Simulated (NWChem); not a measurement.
# Electron attachment to Au2

SMILES: [Au][Au]
```xyz
2

Au     0.0000     0.0000     1.2699
Au     0.0000     0.0000    -1.2699
```
Charge 0, spin multiplicity 1.

Everything below was run with NWChem. Structure: optimised with PBE0/def2-SVP with def2 effective core potentials on Au, a minimum by its harmonic frequencies.

Basis set: def2-TZVPD. The species with one electron more has spin multiplicity 2 and keeps the geometry of the parent. Δ marks differences of total energies (open shells unrestricted). −ε marks an orbital energy of the parent. That orbital need not have the symmetry of the hole or added electron in the Δ rows. The basis adds only a small set of diffuse functions.

Effective core potentials replace the inner electrons of Au; spin-orbit coupling is left out. B3LYP has NWChem's definition, with VWN1-RPA local correlation. The structure started from a generated list of species. No SCF solution was tested for a lower state.

Task: Order these methods by the vertical electron affinity they give, lowest first: −ε(LUMO) of HF, −ε(LUMO) of B3LYP, −ε(LUMO) of PBE0, −ε(LUMO) of PBE, −ε(LUMO) of r2SCAN, ΔPBE.

Result: −ε(LUMO) of HF (0.27 eV), ΔPBE (1.84 eV), −ε(LUMO) of PBE0 (3.35 eV), −ε(LUMO) of B3LYP (3.71 eV), −ε(LUMO) of r2SCAN (4.10 eV), −ε(LUMO) of PBE (4.29 eV)
